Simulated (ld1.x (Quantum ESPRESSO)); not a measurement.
**PBE ultrasoft dataset for barium (Ba), scalar-relativistic all-electron reference.**

| Item | Value |
| --- | --- |
| Element | Ba (Z = 56) |
| Generator | ld1.x (Quantum ESPRESSO) 7.5 |
| Type | ultrasoft |
| Functional | PBE |
| Relativity | scalar-relativistic |
| Frozen core | [Kr] 4d10 |
| Valence charge | 10 |
| Reference configuration | 5s2 5p6 5d0 6s2 6p0 |
| Partial waves | 5s (bound): rcut 2.15, rcutus 2.65 bohr; 6s (bound): rcut 2.15, rcutus 2.65 bohr; 5p (bound): rcut 2.65, rcutus 3.50 bohr; 6p (bound, empty): rcut 2.65, rcutus 3.50 bohr; 5d (bound, empty): rcut 4.15, rcutus 4.60 bohr; 5d channel at 0.25 Ry: rcut 4.15, rcutus 4.60 bohr |
| Local potential | all-electron potential smoothed inside 3.25 bohr (lloc = -2) |
| Core correction | none |
| Augmentation charge | built from norm-conserving waves at rcut, not smoothed further |

All-electron outer shells of the reference configuration (PBE, scalar-relativistic, ld1.x):

| shell | level (eV) | outermost node (bohr) | outermost maximum (bohr) |
| --- | --- | --- | --- |
| 4p | -181.00 | 0.35 | 0.65 |
| 4d | -89.68 | 0.32 | 0.70 |
| 5s | -33.67 | 0.80 | 1.47 |
| 5p | -18.74 | 0.86 | 1.67 |
| 6s | -3.23 | 1.97 | 4.16 |
| 5d | -2.02 | 1.00 | 2.49 |
| 6p | -1.24 | 2.36 | 5.40 |

What the tests gave:

```json
{"Configuration tests": "test run stopped at test 2 of 7 (negative rho)", "Lowest eigenvalue of the overlap operator": "0.09 (p channel)"}
```

A Bessel basis up to 400 Ry misses an occupied level by 0.40 Ry, so cutoffs and ghosts were not judged. The potential misses its own reference levels by up to 1.1 eV, so it is not fit for use.

Generation and tests took about 1.3 s on one core of a shared server CPU.
